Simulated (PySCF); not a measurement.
# Broadened absorption spectrum of C3H8OSi

Compound: C3H8OSi.
Numbering: `[CH2:1]=[CH:2][CH2:3][O:4][SiH3:5]` (hydrogens: H6, H7 on C1; H8 on C2; H9, H10 on C3; H11, H12, H13 on Si5)

Method: TDDFT PBE0/def2-SVPD, vertical, gas phase, core orbitals frozen in the response (PySCF 2.14.0, density-fitted response routines). The structure is a single GFN2-xTB conformer in the gas phase; no vibrational or solvent corrections. Torsions of this conformer, `[CH2:1]=[CH:2][CH2:3][O:4][SiH3:5]`: C1–C2–C3–O4 -129°, C2–C3–O4–Si5 176°.

Computed states:

```
state  E (eV)      f
   S1    6.65  0.033
   S2    7.19  0.021
   S3    7.26  0.051
   S4    7.28  0.106
   S5    7.58  0.024
   S6    7.82  0.010
   S7    7.91  0.086
   S8    8.01  0.221
```

Broadening: Gaussians 0.3 eV wide at half height, area fixed by f = 4.319×10⁻⁹ ∫ε dν̃. The width is an assumption, not a result. The curve ends short of the highest state used, and states not computed would add to its high-energy end.

(1) What does the envelope look like, and where are its maxima?

(2) Coming from long wavelengths, where does ε first pass 100 L mol⁻¹ cm⁻¹?

(3) Does any computed singlet lie in the visible range?

(4) On this curve, what absorbance would a 10⁻³ mol/L sample give at 193 nm over a 1 cm path?

Answers

(1) 
(E (eV), ε (L mol⁻¹ cm⁻¹)): (6.20, 6), (6.22, 11), (6.24, 18), (6.26, 29), (6.28, 47), (6.31, 90), (6.33, 134), (6.35, 196), (6.37, 279), (6.39, 388), (6.42, 607), (6.44, 794), (6.46, 1012), (6.48, 1258), (6.50, 1527), (6.53, 1950), (6.55, 2225), (6.57, 2477), (6.59, 2690), (6.61, 2851), (6.64, 2970), (6.66, 2960), (6.68, 2878), (6.70, 2731), (6.72, 2529), (6.75, 2155), (6.77, 1882), (6.79, 1611), (6.81, 1356), (6.83, 1131), (6.86, 878), (6.88, 781), (6.90, 754), (6.92, 806), (6.94, 952), (6.97, 1376), (6.99, 1818), (7.01, 2405), (7.03, 3150), (7.05, 4058), (7.08, 5720), (7.10, 7001), (7.12, 8383), (7.14, 9816), (7.16, 11236), (7.19, 13189), (7.21, 14263), (7.23, 15077), (7.25, 15580), (7.27, 15739), (7.30, 15326), (7.32, 14652), (7.34, 13718), (7.36, 12591), (7.38, 11347), (7.41, 9431)

Maxima: 187 nm (6.65 eV), ε about 3000, made up of S1 (100%); 171 nm (7.27 eV), ε about 16000, made up of S3 (29%) and S4 (60%) (ε in L mol⁻¹ cm⁻¹; maxima over ε = 5, shares over 10%).

(2) At about 196 nm (6.32 eV), 0.33 eV below S1.

(3) No computed singlet lies in the visible range (380 to 750 nm); the lowest, at 187 nm, stands 3.38 eV above its violet end (3.26 eV).

(4) 193 nm is 6.424 eV, where ε is about 640 L mol⁻¹ cm⁻¹, so A = ε c l ≈ 0.64 (Beer–Lambert, with the gas-phase spectrum and the assumed width).

On an Arm Neoverse N1 with one thread, shared host, this took 34 s of wall time and 0.65 GiB of memory at its peak.
